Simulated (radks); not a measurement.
Results of a calculation; reference values are marked as such.
Initial-state core-level shifts of the mercury ion Hg3+ when its valence configuration changes from [Xe] 4f14 5d9. Level of theory: scalar-relativistic Kohn-Sham, PBE, spin-polarised, spherical densities, finite nucleus; open shells are filled with parallel spins first (spin-orbit coupling, left out, can overturn this in heavy ions); Fermi nuclear charge, rms radius 5.4648 fm (a radial shooting solver on a logarithmic mesh with Libxc functionals). Shifts are changes of the shell-averaged eigenvalues in eV (positive: less bound); the change of the density at the nucleus, which sets a Mossbauer isomer shift, is in e/bohr^3, on a base of 2.5e+06.

| valence | 3p | 4s | 4p | 4d | density at nucleus |
|---|---|---|---|---|---|
| 4f13.5 5d9.5 | -8.240 | -7.011 | -6.704 | -6.426 | +78.8 |
| 4f13.5 5d8.5 6p1 | -14.425 | -13.128 | -12.816 | -12.536 | +98.5 |
| 4f13 5d10 | -16.620 | -14.084 | -13.460 | -12.901 | +159.2 |
| 4f14 5d8.5 6s0.5 | -2.211 | -2.179 | -2.178 | -2.179 | +141.8 |
| 4f13 5d9 6p1 | -22.901 | -20.290 | -19.660 | -19.099 | +179.1 |
| 4f14 5d8 6p1 | -6.089 | -6.027 | -6.022 | -6.022 | +19.7 |
| 4f14 5d8 6s1 | -4.450 | -4.383 | -4.380 | -4.383 | +292.7 |
| 4f14 5d7 6p2 | -12.226 | -12.086 | -12.076 | -12.073 | +42.8 |
| 4f14 5d8.5 6p0.5 | -3.036 | -3.008 | -3.005 | -3.005 | +9.5 |
